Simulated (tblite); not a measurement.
Run record: tight-binding relaxation, `[GaH2][CH2][C@@H]1C=C[CH2][GeH2]1`.

Computed with GFN2-xTB geometry optimisation, gas phase (tblite 0.8.0). Start geometry: from a force field or distance geometry. A driver script takes a list of jobs; this job's settings line and coordinates (Å) are shown.

Command:
```bash
OMP_NUM_THREADS=1 python probes_run.py task.json out
```

Input:
```
{"job": {"kind": "relax", "xc": "GFN2-xTB", "basis": "xTB"}, "charge": 0, "multiplicity": 1}
Ga     2.608200     0.059700     0.599900
C      1.289800    -1.172000    -0.008300
C     -0.166800    -0.885800    -0.148700
C     -0.467500     0.210900    -1.109200
C     -1.388600     1.054200    -0.863400
C     -2.196100     0.974100     0.360200
Ge    -0.900700    -0.041800     1.453100
H      3.267000     1.509100     0.024400
H      4.103100    -0.680100     0.584500
H      1.687000    -1.449000    -0.986400
H      1.394700    -2.027800     0.707500
H     -0.761400    -1.819300    -0.399000
H      0.151900     0.261400    -2.039600
H     -1.609500     1.892000    -1.602300
H     -3.112500     0.362900     0.242200
H     -2.388300     1.964900     0.834700
H      0.098100     0.863400     2.181900
H     -1.617100    -1.070400     2.362500
```

Output:
```
step      E/eV     max force
  0    -525.45218    4.784
  1    -525.75476    3.734
  2    -525.96992    1.285
  3    -526.07410    0.962
  4    -526.14355    0.898
  5    -526.22935    0.936
  6    -526.29237    0.786
  7    -526.33749    0.431
  8    -526.36172    0.395
  9    -526.37875    0.319
... (125 lines left out)
135    -526.86666    0.048
136    -526.86710    0.037
137    -526.86740    0.031
138    -526.86751    0.021
139    -526.86758    0.017
140    -526.86764    0.014
141    -526.86770    0.014
142    -526.86776    0.016
143    -526.86781    0.013
144    -526.86784    0.010
```

«max force» is the largest atomic force in eV/Å.

Problem. From which step on does the largest force stay under 0.1 eV/Å, and how much energy is left to gain from there?

Solution. From step 134 (0.079 eV/Å), 2.2 meV above the end.

Summary of the converged run: energy lowered by 32.6 kcal/mol over 144 steps; largest atomic force 0.010 eV/Å at the end.

Time: 1.2 s. Hardware: one thread, Arm Neoverse V1 (aarch64), shared host with 32 logical CPUs at a one-minute load of 15.
Labels such as C1 count atoms from 1, the log's own numbers from 0.
